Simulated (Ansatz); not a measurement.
Gas-phase electronic energies from Ansatz, PBE0-D4/def2-TZVP geometries. CCSD(T)/CBS is the MP2 limit (def2-TZVPP, def2-QZVPP) plus CCSD(T) − MP2 in def2-TZVPP, frozen cores. Functionals use def2-TZVPP. For Ge outer-core shells are correlated without core-valence functions, which leaves a few kJ/mol of doubt a bond. Scalar relativity is left out up to krypton. One conformer a species, not always the lowest.

Consider the redistribution: `CO[SiH2]S[SiH2]O` + `F[SiH2][GeH3]` → `CO[SiH2]S[SiH2]F` + `O[SiH2][GeH3]`.

`CO[SiH2]S[SiH2]O`:

Cartesian coordinates in Å:
```
C 1.651 -1.324 0.106
O 0.294 -1.247 -0.297
Si -0.909 -0.886 0.776
S -0.725 1.109 1.490
Si -0.912 2.029 -0.445
O 0.203 1.460 -1.500
H 1.776 -2.029 0.934
H 2.236 -1.677 -0.745
H 2.025 -0.343 0.416
H -0.834 -1.769 1.965
H -2.154 -1.070 -0.001
H -0.668 3.474 -0.258
H -2.291 1.774 -0.933
H 0.307 0.500 -1.507
```

`F[SiH2][GeH3]`:

```xyz
8

F    -0.257   -1.920    1.212
Si   -0.109   -1.166   -0.198
Ge    0.111    1.175    0.168
H     1.088   -1.719   -0.883
H    -1.319   -1.473   -1.004
H    -1.128    1.739    0.880
H     0.259    1.881   -1.191
H     1.355    1.483    1.017
```

`CO[SiH2]S[SiH2]F`:

Cartesian coordinates in Å:
```
C -0.230 -1.833 0.222
O -0.374 -0.692 1.042
Si -1.310 0.610 0.742
S -0.142 2.340 0.232
Si 1.456 1.366 -0.750
F 0.912 0.426 -1.928
H -0.508 -2.720 0.795
H -0.859 -1.776 -0.672
H 0.812 -1.926 -0.093
H -2.239 0.292 -0.371
H -2.043 0.993 1.969
H 2.297 2.428 -1.343
H 2.228 0.489 0.155
```

`O[SiH2][GeH3]`:

```xyz
9

O     1.120    1.597   -0.074
Si    0.903   -0.034   -0.235
Ge   -1.372   -0.474    0.287
H     1.994    1.949   -0.249
H     1.215   -0.486   -1.621
H     1.803   -0.792    0.682
H    -1.646   -1.983    0.158
H    -2.314    0.270   -0.673
H    -1.702   -0.047    1.726
```

Is it downhill or uphill in electronic energy at CCSD(T)/CBS, and by how much? (Estimate.)

Ansatz gave: Uphill: ΔE = +3.7 kcal/mol.

What do these levels give: PBE-D4, r2SCAN-D4, PBE0-D4, ωB97X-V, ωB97M-V, PBE, PBE0, CCSD/def2-TZVPP, MP2/def2-QZVPP, SCS-MP2/def2-QZVPP, MP2/CBS(def2), CCSD/CBS(def2)? (An estimate is asked.)

Computed: PBE-D4 4.5, r2SCAN-D4 4.1, PBE0-D4 4.0, ωB97X-V 3.6, ωB97M-V 3.9, PBE 4.2, PBE0 3.7, CCSD/def2-TZVPP 3.3, MP2/def2-QZVPP 3.9, SCS-MP2/def2-QZVPP 3.4, MP2/CBS(def2) 3.9, CCSD/CBS(def2) 3.3 kcal/mol.

Largest T1 diagnostic among the species: 0.012.

In def2-TZVPP, CCSD(T) changes the Hartree–Fock value by +2.2 kcal/mol (the triples alone add +0.5 kcal/mol) and MP2 by +2.4 kcal/mol.
